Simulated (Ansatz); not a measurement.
Molecule: sum formula SiHS (charge +1, singlet). It need not be the lowest isomer of its formula. SMILES: [Si]=[SH+]
Geometry: optimised at B3LYP-D3(BJ)/def2-TZVP (Ansatz, a quantum-chemistry and plane-wave program).

Wanted: vertical triplet-singlet gap (E(triplet) - E(singlet); each state is the SCF solution reached for its spin), in kcal/mol. Cores are frozen in the correlated levels unless marked. Open shells are spin-unrestricted. Spin-orbit coupling is left out. Non-relativistic. CBS marks a two-point X^-3 extrapolation of the correlation energy; Hartree-Fock from the larger set.

```
level                                         program  vertical triplet-singlet gap (kcal/mol)
--------------------------------------------  -------  ---------------------------------------
SVWN5/def2-TZVPD                               Ansatz                                        …
BHLYP/def2-TZVPD                               Ansatz                                        …
B2PLYP/def2-TZVPD                              Ansatz                                     62.7
CCSD/aug-cc-pV(T+d)Z                           Ansatz                                     62.7
CCSD(T)/CBS(aug-cc-pV(T+d)Z,aug-cc-pV(Q+d)Z)   Ansatz                                     63.8
```

**Question.** Some entries are withheld; supply them.

**Answer.** 
- SVWN5/def2-TZVPD, vertical triplet-singlet gap (kcal/mol): 63.3
- BHLYP/def2-TZVPD, vertical triplet-singlet gap (kcal/mol): 61.4
